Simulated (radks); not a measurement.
Valence configurations of Ar+ (all share [Ne]). Calculated with a radial shooting solver on a logarithmic mesh with Libxc functionals: non-relativistic Kohn-Sham, r2SCAN, spin-unpolarised, spherical densities, point nucleus; meta-GGA in the generalised Kohn-Sham scheme. Energies are relative to 3s2 3p5; eigenvalues in eV.

valence,E (eV),e(3p),e(3s)
3s2 3p5,0.000,-22.566,-37.595
3s1.5 3p5.5,7.522,-22.853,-37.910
3s1 3p6,15.057,-23.133,-38.216

NIST lists [Ne] 3s2 3p5 as the ground configuration; this level of theory agrees among the configurations tried. The energies are those of spherical spin-averaged densities, not of single terms.
